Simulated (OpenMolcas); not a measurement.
## Ti2+: effect of the basis set

| Quantity | Value |
| --- | --- |
| Program | OpenMolcas |
| Method | SS-CASPT2, IPEA 0.25 Eh, imaginary shift 0.1 Eh (closed shells correlated: 3s 3p) |
| Active space | 2 electrons in 5 orbitals (3d) |
| State averaging | 2S+1 = 3 even, 10 roots; 2S+1 = 1 even, 15 roots |
| Spin-orbit coupling | RASSI with atomic mean-field integrals over the reference wave functions, term energies averaged over their components |

A. ANO-R1 [5s4p3d1f], X2C, finite nucleus; CASPT2 step of the order of 2.6 core-seconds
B. ANO-L-VTZP [6s5p3d2f1g], non-relativistic, point nucleus; CASPT2 step about 5 core-seconds
C. ANO-RCC-VTZP [6s5p3d2f1g], DKH2, point nucleus; CASPT2 step roughly 4 core-seconds
D. ANO-R2 [6s5p4d2f1g], X2C, finite nucleus; CASPT2 step about 4 core-seconds
E. ANO-RCC-VQZP [7s6p4d3f2g1h], DKH2, point nucleus; CASPT2 step roughly 9 core-seconds
F. ANO-R3 [7s5p5d3f2g1h], X2C, finite nucleus; CASPT2 step roughly 11 core-seconds

Energies in cm⁻¹ above 3d² ³F₂, the measured ground level; measured values from Corliss and Sugar, J. Phys. Chem. Ref. Data 8, 1 (1979).

```csv
Level,A,B,C,D,E,F,Measured
3d² ³F₂,0.0,0.0,0.0,0.0,0.0,0.0,0.0
3d² ³F₃,191,201,195,188,197,195,185
3d² ³F₄,438,461,447,433,452,448,420
3d² ¹D₂,8150,8120,7890,7900,7580,7750,8474
3d² ³P₀,11160,11390,11110,11130,10970,11140,10538
3d² ³P₁,11230,11460,11180,11190,11040,11210,10604
3d² ³P₂,11360,11600,11320,11330,11170,11350,10721
3d² ¹G₄,15140,15190,14680,14790,14260,14370,14398
3d² ¹S₀,32680,32960,32330,31910,31540,31660,32476
```

Deviations, from unrounded energies. A percentage is the sum of absolute deviations over the sum of measured energies, with the sign that they share, or ± where signs differ.

```json
{"Against measurement": "mean absolute deviation (cm-1)", "Levels": "8", "A": "400", "B": "540", "C": "350", "D": "420", "E": "410", "F": "430"}
{"Against measurement": "fine structure of the ground term (%)", "Levels": "2", "A": "+3.9", "B": "+9.4", "C": "+5.9", "D": "+2.6", "E": "+7.2", "F": "+6.2"}
{"Against measurement": "other terms of the ground configuration (%)", "Levels": "6", "A": "±3.6", "B": "±4.9", "C": "±3.2", "D": "±3.8", "E": "±3.8", "F": "±3.9"}
```

C lies closest to measurement on these levels and B furthest from it. The largest miss of C in the table is 3d² ³P₂, by +590 cm-1. The ranking rests on the paired levels alone, and a cruder setting can come out closer through cancelling errors.

The two smallest mean deviations differ by little beside CASPT2's spread within terms, so their order carries little weight.

Among A to F the level of the table that moves most is 3d² ¹S₀, by 1400 cm-1 (lowest in E, highest in B). Moves below CASPT2's spread within the term are not significant.

Term energies are means over components that CASPT2 splits; among the terms shown or strongly mixed into the levels shown the widest spread is 870 cm-1 (3d² ¹G, E). Computed and measured levels are paired by configuration, term and J; levels that our copy of the source lacks, or whose pairing is in doubt (as where it misses far off the trend of its configuration), stay unpaired and out of the deviations. Only configurations of the active space appear.
